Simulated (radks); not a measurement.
Isoelectronic series with 51 electrons, each ion in its NIST ground configuration. All-electron calculation, scalar-relativistic Kohn-Sham, SCAN, spin-polarised, spherical densities, finite nucleus; open shells are filled with parallel spins first (spin-orbit coupling, left out, can overturn this in heavy ions); meta-GGA in the generalised Kohn-Sham scheme; Fermi nuclear charge, rms radius of each element as measured or else 0.836 A^(1/3) + 0.57 fm. Program: a radial shooting solver on a logarithmic mesh with Libxc functionals. Total energies (hartree) and mean radii <r> (bohr):

| ion | configuration | E (hartree) | 4f up | 4d down | 4d up | 4p down |
|---|---|---|---|---|---|---|
| Pr8+ | [Kr] 4d10 4f1 5s2 5p2 | -9222.6295 | 0.8606 | 0.7095 | 0.7114 | 0.6527 |
| Sm11+ | [Kr] 4d10 4f3 5s2 | -10394.8606 | 0.7356 | 0.6501 | 0.6489 | 0.6047 |
| Eu12+ | [Kr] 4d10 4f3 5s2 | -10803.7278 | 0.6952 | 0.6291 | 0.6278 | 0.5884 |
| Gd13+ | [Kr] 4d10 4f5 | -11221.0665 | 0.6838 | 0.6175 | 0.6163 | 0.5780 |
| Tb14+ | [Kr] 4d10 4f5 | -11648.6524 | 0.6504 | 0.5989 | 0.5975 | 0.5632 |
| Dy15+ | [Kr] 4d10 4f5 | -12085.3805 | 0.6209 | 0.5813 | 0.5798 | 0.5491 |
| Er17+ | [Kr] 4d10 4f5 | -12986.8928 | 0.5710 | 0.5491 | 0.5475 | 0.5227 |
| Tm18+ | [Kr] 4d10 4f5 | -13451.7922 | 0.5495 | 0.5342 | 0.5326 | 0.5104 |

Estimate the row of Ho16+ ([Kr] 4d10 4f5).

Answer. E (hartree) -12531.4668; 4f up 0.5946; 4d down 0.5647; 4d up 0.5632; 4p down 0.5356.
